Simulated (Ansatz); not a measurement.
Job for Ansatz (a program for electronic structure): U-SVWN5/def2-TZVPP on Mg2-, 2S+1 = 2, a spin state set in the input, which need not be the lowest, a point of a bond scan (R = 3.137 Å). Charge -1.

Ansatz 0.2 input:
```yaml
crystal:
  periodic: [false, false, false]
  atoms:
    - {symbol: Mg, position_ang: [0.00000000, 0.00000000, 0.00000000]}
    - {symbol: Mg, position_ang: [0.00000000, 0.00000000, 3.13687500]}
basis:
  gaussian:
    orbitals: def2-TZVPP
    pivot_positions_ang: [[0.00000000, 0.00000000, 0.00000000], [0.00000000, 0.00000000, 3.13687500]]
hamiltonian:
  xc: {name: SVWN5}
total_charge: -1
magnetization: {spin_polarized: true, initial_magnetization: 1}
output: {forces: true, orbitals: {seedname: ./end}}
```

Q: Predict the final total energy.

A: -398.2570 hartree.
